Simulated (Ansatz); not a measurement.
`C[SiH2][AlH][GaH2]` → `[SiH3][CH2][AlH][GaH2]`  (isomerisation)

Calculated with Ansatz (gas phase, PBE0-D4/def2-TZVP geometries, no zero-point term in ΔE). CCSD(T)/CBS adds triple-zeta CCSD(T) − MP2 to the extrapolated MP2 energy (def2 sets, frozen cores). Functionals use def2-TZVPP. For Ga outer-core shells are correlated without core-valence functions, which leaves a few kJ/mol of doubt a bond. Scalar relativity is left out up to krypton. Each species was taken in one conformer, which may not be the lowest.

```csv
species,LDA (SPW92) energy (Eh)
`C[SiH2][AlH][GaH2]`,-2494.01911
`[SiH3][CH2][AlH][GaH2]`,-2494.02670
```

**Question.** Work out ΔE.

**Answer.** ΔE = (-2494.02670) − (-2494.01911) = -0.00759 Eh = -19.9 kJ/mol. CCSD(T)/CBS gives -12.7 kJ/mol.

Largest T1 diagnostic among the species: 0.013.

The D4 term adds −9.7 kJ/mol with B3LYP and −4.9 kJ/mol with PBE0; it sums over pairs of atoms, weighted by their polarisabilities, and B3LYP, whose exchange is more repulsive, gets the larger term. At CCSD(T), def2-SVP lies +10.6 kJ/mol from the extrapolated value and def2-TZVPP +1.1 kJ/mol.

B3LYP here is the variant with VWN-RPA as its local correlation; programs differ in this.
